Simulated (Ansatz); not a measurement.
```xyz
15

C    -0.473   -1.097    1.138
C    -0.051   -0.094    0.080
Si   -0.636   -0.455   -1.643
C    -0.103    1.397    0.509
Si    1.601    0.744    0.245
H    -1.561   -1.101    1.262
H    -0.160   -2.111    0.878
H    -0.037   -0.861    2.114
H    -0.155   -1.790   -2.092
H    -0.121    0.586   -2.576
H    -2.127   -0.447   -1.720
H    -0.523    2.109   -0.196
H    -0.443    1.570    1.527
H     2.367    1.139   -0.955
H     2.422    0.411    1.429
```

Total charge 0; spin multiplicity 1.

List the B3LYP/def2-TZVPP orbital energies in eV (Ansatz 0.2.0). (Estimate.)

Computed: Occupied: -1798.85, -1798.62, -276.87, -276.86, -276.83, -143.44, -143.18, -98.76, -98.75, -98.74, -98.49, -98.49, -98.48, -21.88, -19.06, -15.88, -14.56, -13.49, -12.20, -11.71, -11.44, -10.56, -9.81, -9.37, -9.30, -8.84, -7.94, -6.59. Lowest empty: -0.17, 0.42, 0.86, 1.17, 1.24, 1.48, 1.57, 1.92.

B3LYP here is the variant with VWN-RPA as its local correlation; programs differ in this.
